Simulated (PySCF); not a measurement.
SMILES C#C[SiH2][Si](F)(F)F (C2H3F3Si2), singlet, PBE/def2-SVP optimised geometry.

```
10

C      1.77    -1.70     0.17
C      1.40    -0.53     0.10
Si     0.81     1.20     0.00
Si    -1.53     1.20     0.00
F     -2.10     2.73     0.00
F     -2.15     0.47    -1.31
F     -2.15     0.46     1.30
H      2.10    -2.73     0.24
H      1.28     1.86    -1.27
H      1.28     1.99     1.19
```

Density from PBE/def2-TZVP in PySCF 2.14.0 at that geometry.

Minimum of the electron density along straight lines between bonded atoms, close to the bond critical point (lines longer than 1.1 times the sum of covalent radii, or with two minima, are not listed):

```tsv
bond	length / Å	ρ at the minimum / e bohr⁻³	∇²ρ there / e bohr⁻⁵	position (fraction from the first atom)
C1–C2	1.229	(withheld)	-1.13	0.52
C2–Si3	1.831	0.118	0.29	0.60
Si3–Si4	2.340	0.095	(withheld)	0.37
Si4–F5	1.625	0.133	0.84	0.42
Si4–F6	1.623	0.134	0.85	0.42
Si4–F7	1.623	0.134	0.85	0.42
C1–H8	1.083	0.278	(withheld)	0.66
Si3–H9	1.502	0.118	0.12	0.49
Si3–H10	1.502	0.118	0.12	0.49
```

Question: Some entries are withheld; supply them.

Answer: 
- C1–C2, ρ at the minimum / e bohr⁻³: 0.400
- Si3–Si4, ∇²ρ there / e bohr⁻⁵: -0.15
- C1–H8, ∇²ρ there / e bohr⁻⁵: -0.99
